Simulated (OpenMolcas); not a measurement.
# OpenMolcas run: S V

Input:

```
&GATEWAY
Coord
1

S 0.0 0.0 0.0
Basis=ANO-RCC-VDZP
Group=XYZ
NoMove
AngMom=0.0 0.0 0.0
AMFI
&SEWARD
* reference wave functions (RASSCF and RASSI steps not shown): 2 electrons in 8 orbitals (3s 3p 4s 4p)
>>> COPY JOB001 $Project.JobIph
&CASPT2
XMultistate=7 1 2 3 4 5 6 7
Frozen=1 0
IPEA=0.1
Imaginary=0.2
MaxIter=60
WThr=0.0 0.3 0.05
PrWF=0.5
NoMix
>>> COPY JOB002 $Project.JobIph
&CASPT2
XMultistate=3 1 2 3
Frozen=1 0
IPEA=0.1
Imaginary=0.2
MaxIter=60
WThr=0.0 0.3 0.05
PrWF=0.5
NoMix
>>> COPY JOB003 $Project.JobIph
&CASPT2
XMultistate=3 1 2 3
Frozen=1 0
IPEA=0.1
Imaginary=0.2
MaxIter=60
WThr=0.0 0.3 0.05
PrWF=0.5
NoMix
...
```

Launched by
```bash
OMP_NUM_THREADS=1 MOLCAS_MEM=2252 MOLCAS_PROJECT=a pymolcas a.inp > a.log  # once for each step of the input, in one work folder
```

Output, cut to the results:

```
--- CASPT2 ---
Orbital specifications:
      -----------------------

      Symmetry species                           1   2
                                                ag  au
      Frozen orbitals                            1   0
      Inactive orbitals                          1   3
      Active orbitals                            2   6
      Secondary orbitals                         5   0
      Deleted orbitals                           0   0
      Number of basis functions                  9   9
Type of calculation                        XMS-CASPT2
      Fock operator                              state-average
      IPEA shift                                 0.10
      Real shift                                 0.00
      Imaginary shift                            0.20
      The input orbitals will be transformed to quasi-canonical
      The input states will be rotated to diagonalize the Fock operator
Reference energy:        -394.4900728514
      E2 (Non-variational):      -0.0104945427
      Shift correction:          -0.0000363040
      E2 (Variational):          -0.0105308467
      Total energy:            -394.5006036980
      Residual norm:              0.0000000041
      Reference weight:           0.99747
      Contributions to the CASPT2 correlation energy
      Active & Virtual Only:         -0.0049356389
      One Inactive Excited:          -0.0022778369
      Two Inactive Excited:          -0.0032810669
Reference energy:        -393.4750011537
      E2 (Non-variational):      -0.0842805450
      Shift correction:          -0.0216751920
      E2 (Variational):          -0.1059557369
      Total energy:            -393.5809568906
      Residual norm:              0.0000001107
      Reference weight:           0.85473
      Contributions to the CASPT2 correlation energy
      Active & Virtual Only:         -0.0795521479
      One Inactive Excited:          -0.0016155946
      Two Inactive Excited:          -0.0031128026
::    XMS-CASPT2 Root  1     Total energy:   -394.49631858
::    XMS-CASPT2 Root  2     Total energy:   -393.58097911
::    XMS-CASPT2 Root  3     Total energy:   -393.58096794
::    XMS-CASPT2 Root  4     Total energy:   -393.58096301
::    XMS-CASPT2 Root  5     Total energy:   -393.58094697
::    XMS-CASPT2 Root  6     Total energy:   -393.58093325
::    XMS-CASPT2 Root  7     Total energy:   -393.37894147
--- CASPT2 ---
Orbital specifications:
      -----------------------

      Symmetry species                           1   2
                                                ag  au
      Frozen orbitals                            1   0
      Inactive orbitals                          1   3
      Active orbitals                            2   6
      Secondary orbitals                         5   0
      Deleted orbitals                           0   0
      Number of basis functions                  9   9
Type of calculation                        XMS-CASPT2
      Fock operator                              state-average
      IPEA shift                                 0.10
      Real shift                                 0.00
      Imaginary shift                            0.20
      The input orbitals will be transformed to quasi-canonical
      The input states will be rotated to diagonalize the Fock operator
Reference energy:        -393.5415273620
      E2 (Non-variational):      -0.0118711972
      Shift correction:          -0.0001229588
      E2 (Variational):          -0.0119941560
      Total energy:            -393.5535215180
      Residual norm:              0.0000000025
      Reference weight:           0.99500
      Contributions to the CASPT2 correlation energy
      Active & Virtual Only:         -0.0071920693
      One Inactive Excited:          -0.0016479557
      Two Inactive Excited:          -0.0030311721
Reference energy:        -393.5415273620
      E2 (Non-variational):      -0.0118711003
      Shift correction:          -0.0001229587
      E2 (Variational):          -0.0119940590
      Total energy:            -393.5535214210
      Residual norm:              0.0000000025
      Reference weight:           0.99500
      Contributions to the CASPT2 correlation energy
      Active & Virtual Only:         -0.0071920696
      One Inactive Excited:          -0.0016479144
      Two Inactive Excited:          -0.0030311162
::    XMS-CASPT2 Root  1     Total energy:   -393.55352154
::    XMS-CASPT2 Root  2     Total energy:   -393.55352141
::    XMS-CASPT2 Root  3     Total energy:   -393.55352116
--- CASPT2 ---
Orbital specifications:
      -----------------------

      Symmetry species                           1   2
                                                ag  au
      Frozen orbitals                            1   0
      Inactive orbitals                          1   3
      Active orbitals                            2   6
      Secondary orbitals                         5   0
      Deleted orbitals                           0   0
      Number of basis functions                  9   9
Type of calculation                        XMS-CASPT2
      Fock operator                              state-average
      IPEA shift                                 0.10
      Real shift                                 0.00
      Imaginary shift                            0.20
      The input orbitals will be transformed to quasi-canonical
      The input states will be rotated to diagonalize the Fock operator
Reference energy:        -393.8451735663
      E2 (Non-variational):      -0.0452150430
      Shift correction:          -0.0008335878
      E2 (Variational):          -0.0460486308
      Total energy:            -393.8912221971
      Residual norm:              0.0000000951
      Reference weight:           0.97197
      Contributions to the CASPT2 correlation energy
      Active & Virtual Only:         -0.0395955709
      One Inactive Excited:          -0.0023108896
      Two Inactive Excited:          -0.0033085825
...
```

In XMS-CASPT2 the single-state energies belong to rotated reference states; over a whole degenerate manifold the rotation is arbitrary, and only the multistate roots count.

Levels above the lowest, from the spin-orbit matrix with the multistate effective Hamiltonian, averaged by term, added to it:

| Configuration | Term | J | E (cm-1) | Measured (cm-1) | g | Term weight % |
| --- | --- | --- | --- | --- | --- | --- |
| 3s2 | 1S | 0 | 0.0 | 0.0 |  | 100 |
| 3s 3p | 3P* | 0 | 85150 | 83024 |  | 100 |
| 3s 3p | 3P* | 1 | 85410 | 83394 | 1.501 | 100 |
| 3s 3p | 3P* | 2 | 85950 | 84155 | 1.501 | 100 |
| 3s 3p | 1P* | 1 | 132810 | 127151 | 1.000 | 100 |
| 3p2 | 1D | 2 | 200880 | 193739 | 1.002 | 100 |
| 3p2 | 3P | 0 | 206380 | 199967 |  | 100 |
| 3p2 | 3P | 1 | 206660 | 200371 | 1.501 | 100 |
| 3p2 | 3P | 2 | 207210 | 201146 | 1.499 | 100 |
| 3p2 | 1S | 0 | 245250 | 235350 |  | 100 |

Against the 9 measured excited levels shown (NIST levels in Podobedova, Kelleher and Wiese, J. Phys. Chem. Ref. Data 38, 171 (2009); Martin, Zalubas and Musgrove, J. Phys. Chem. Ref. Data 19, 821 (1990)) the mean absolute deviation is 5300 cm-1; the largest miss in energy is 3p2 1S0: computed 245250, measured 235350 cm-1 (+4.2 %).

CASPT2 does not keep the components of a term degenerate, so their means are used; among the terms shown or strongly mixed into the levels shown the widest spread is 10 cm-1 (3p2 1D). Over all roots computed the reference weight is 0.85 to 1.00; the roots of lowest weight are the least certain, and an intruder state may touch them. Terms from blocks run as CI alone lack orbitals of their own. Active for correlation alone: 4p 4s; no level in the range computed is led by a configuration that fills them, so any true level of that kind is missing. The ¹D term of p² mixes with s d, which this space lacks. The basis is small and was not contracted for so high a charge. Measured partners are found by configuration, term and J. A level has none where our copy of the source lacks it or the pairing is in doubt (some pairs that miss far off the trend of their configuration count as doubtful), and it then counts in no deviation. Only configurations of the active space appear. The first state left out of the spin-orbit step lies near 310000 cm-1 above the lowest spin-free state of the reference (among the parities and spins computed), and the list stops at four fifths of that energy or lower.

The CASPT2 steps took 3 s on 1 thread of Intel(R) Xeon(R) Platinum 8488C (Sapphire Rapids) (shared host); the integral step is not counted.

The term weight is that of the spin-free term in the level, not the purity of its configuration. * marks odd parity.
